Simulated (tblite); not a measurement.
C8H8S.
Atom-mapped SMILES: `[CH2:1]=[CH:2][c:3]1[cH:4][cH:5][cH:6][cH:7][c:8]1[SH:9]` (hydrogens: H10, H11 on C1; H12 on C2; H13 on C4; H14 on C5; H15 on C6; H16 on C7; H17 on S9)

Computed with GFN2-xTB (tblite), gas phase: Langevin dynamics at 600 K from the optimised GFN2-xTB geometry, time step 0.5 fs, friction 0.01 fs⁻¹, 2000 steps.

Start geometry:
```
atom  x, y, z in Å
C1      2.659    0.077   -0.735
C2      1.735    0.510    0.111
C3      0.339    0.073    0.106
C4      0.024   -1.260   -0.158
C5     -1.277   -1.719   -0.115
C6     -2.306   -0.846    0.201
C7     -2.024    0.483    0.450
C8     -0.716    0.946    0.397
S9     -0.478    2.680    0.689
H10     3.681    0.413   -0.678
H11     2.426   -0.616   -1.526
H12     2.004    1.223    0.881
H13     0.831   -1.944   -0.374
H14    -1.488   -2.758   -0.319
H15    -3.326   -1.196    0.248
H16    -2.816    1.179    0.684
H17     0.726    2.767    0.129
```

The statistics below take the 31 frames saved every 25 fs from 250 to 1000 fs; their kinetic temperature (all 3N coordinates) averages 578 K.

**Question.** How do the bond lengths spread?

**Answer.** 
```json
{"bond": "C1=C2", "start (Å)": "1.325", "mean (Å)": "1.328", "standard deviation (Å)": "0.030", "shortest (Å)": "1.258", "longest (Å)": "1.413"}
{"bond": "C2–C3", "start (Å)": "1.463", "mean (Å)": "1.480", "standard deviation (Å)": "0.037", "shortest (Å)": "1.394", "longest (Å)": "1.579"}
{"bond": "C3–C4", "start (Å)": "1.394", "mean (Å)": "1.405", "standard deviation (Å)": "0.031", "shortest (Å)": "1.326", "longest (Å)": "1.449"}
{"bond": "C4–C5", "start (Å)": "1.381", "mean (Å)": "1.386", "standard deviation (Å)": "0.022", "shortest (Å)": "1.353", "longest (Å)": "1.442"}
{"bond": "C5–C6", "start (Å)": "1.386", "mean (Å)": "1.392", "standard deviation (Å)": "0.040", "shortest (Å)": "1.305", "longest (Å)": "1.458"}
{"bond": "C6–C7", "start (Å)": "1.381", "mean (Å)": "1.384", "standard deviation (Å)": "0.029", "shortest (Å)": "1.332", "longest (Å)": "1.447"}
{"bond": "C7–C8", "start (Å)": "1.388", "mean (Å)": "1.399", "standard deviation (Å)": "0.029", "shortest (Å)": "1.354", "longest (Å)": "1.481"}
{"bond": "C8–S9", "start (Å)": "1.775", "mean (Å)": "1.788", "standard deviation (Å)": "0.062", "shortest (Å)": "1.687", "longest (Å)": "1.912"}
{"bond": "C3–C8", "start (Å)": "1.399", "mean (Å)": "1.398", "standard deviation (Å)": "0.030", "shortest (Å)": "1.339", "longest (Å)": "1.472"}
{"bond": "C1–H10", "start (Å)": "1.077", "mean (Å)": "1.084", "standard deviation (Å)": "0.035", "shortest (Å)": "1.020", "longest (Å)": "1.158"}
{"bond": "C1–H11", "start (Å)": "1.077", "mean (Å)": "1.086", "standard deviation (Å)": "0.044", "shortest (Å)": "0.992", "longest (Å)": "1.168"}
{"bond": "C2–H12", "start (Å)": "1.084", "mean (Å)": "1.091", "standard deviation (Å)": "0.036", "shortest (Å)": "1.008", "longest (Å)": "1.159"}
{"bond": "C4–H13", "start (Å)": "1.080", "mean (Å)": "1.088", "standard deviation (Å)": "0.038", "shortest (Å)": "1.022", "longest (Å)": "1.180"}
{"bond": "C5–H14", "start (Å)": "1.080", "mean (Å)": "1.089", "standard deviation (Å)": "0.034", "shortest (Å)": "1.018", "longest (Å)": "1.158"}
{"bond": "C6–H15", "start (Å)": "1.079", "mean (Å)": "1.088", "standard deviation (Å)": "0.041", "shortest (Å)": "1.001", "longest (Å)": "1.191"}
{"bond": "C7–H16", "start (Å)": "1.080", "mean (Å)": "1.093", "standard deviation (Å)": "0.036", "shortest (Å)": "1.010", "longest (Å)": "1.179"}
{"bond": "S9–H17", "start (Å)": "1.331", "mean (Å)": "1.347", "standard deviation (Å)": "0.065", "shortest (Å)": "1.224", "longest (Å)": "1.497"}
```

**Question.** Give the same statistics for bond angles, one of each kind among heavy atoms.

**Answer.** 
```tsv
angle	start (°)	mean (°)	standard deviation (°)	smallest (°)	largest (°)
C1–C2–C3	124.5	124.6	5.5	115.3	138.3
C2–C3–C4	120.1	120.5	4.5	111.1	129.4
C2–C3–C8	122.2	120.5	3.8	113.2	127.7
C4–C3–C8	117.7	118.3	3.8	109.7	127.7
C3–C4–C5	121.6	120.6	4.0	112.3	128.5
C4–C5–C6	119.8	119.7	5.3	111.5	134.6
C5–C6–C7	119.7	119.8	4.6	110.0	129.8
C6–C7–C8	120.4	119.8	4.0	113.5	129.2
C7–C8–S9	116.5	118.9	3.5	113.2	126.9
C3–C8–C7	120.7	119.9	4.0	111.4	129.6
C3–C8–S9	122.8	120.4	3.8	111.7	128.0
```

**Question.** How far does each atom move about its mean position (frames aligned on the start, all atoms weighted alike), and what rms force does it feel?

**Answer.** 
```csv
atom,rms displacement (Å),rms force (eV/Å)
C1,0.33,2.71
C2,0.22,2.38
C3,0.18,2.20
C4,0.20,2.62
C5,0.15,2.48
C6,0.14,2.60
C7,0.15,2.36
C8,0.17,2.01
S9,0.36,1.83
H10,0.38,1.24
H11,0.73,1.55
H12,0.64,1.27
H13,0.32,1.28
H14,0.28,1.25
H15,0.25,1.40
H16,0.29,1.28
H17,1.10,1.31
```

The displacements run from 0.14 to 1.10 Å, the largest at H17.

**Question.** How widely does the potential energy scatter, against a harmonic estimate?

**Answer.** Mean 1.10 eV above the start, standard deviation 0.205 eV, range 0.64 to 1.50 eV. For 45 classical harmonic modes at 600 K the canonical values are 45kT/2 = 1.16 eV and kT·√(45/2) = 0.245 eV.

The run is classical and short, so these are rough statistics of one trajectory.

The cost below is that of the whole dynamics run. The run took 16 s on Intel Xeon Platinum 8488C, one thread, on a shared host, and the process peaked at 0.18 GiB of memory.
